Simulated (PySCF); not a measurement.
SiH3(NEt2), C₄H₁₃NSi.
Bonds: Si1–N5, N5–C6, N5–C8, C6–C7, C8–C9. Hydrogens: H2, H3, H4 on Si1; H10, H11 on C6; H12, H13, H14 on C7; H15, H16 on C8; H17, H18, H19 on C9.

The closed-shell ground state was solved at several levels (PySCF, density fitting, gas phase, non-relativistic). Geometry: PBE0-D3(BJ)/def2-SVP, one conformer, isolated molecule.

```
         level  basis functions  HOMO (eV)  LUMO (eV)  gap (eV)  dipole (D)
B3LYP/pcSseg-1              174      -6.04       0.59      6.63        1.07
 PBE0/pcSseg-1              174      -6.26       0.80      7.06        1.09
```

Q: Estimate the row for wB97X-D/def2-SVPD, a basis of 228 functions; the other rows only guide the guess.

A: HOMO -8.11 eV, LUMO 2.10 eV, gap 10.21 eV, dipole 1.13 D.

Q: Over all these levels, which gives the widest orbital gap and which the narrowest?

A: wB97X-D/def2-SVPD (range-separated hybrid) has the widest, 10.21 eV, and B3LYP/pcSseg-1 (global hybrid, 20 % exact exchange) the narrowest, 6.63 eV. Functional and basis both differ between the two, so the spread mixes both effects.

Q: How far do the dipole and the HOMO energy spread over the levels?

A: The dipole runs from 1.07 to 1.13 D (mean 1.09 D) and the HOMO from -8.11 to -6.04 eV.
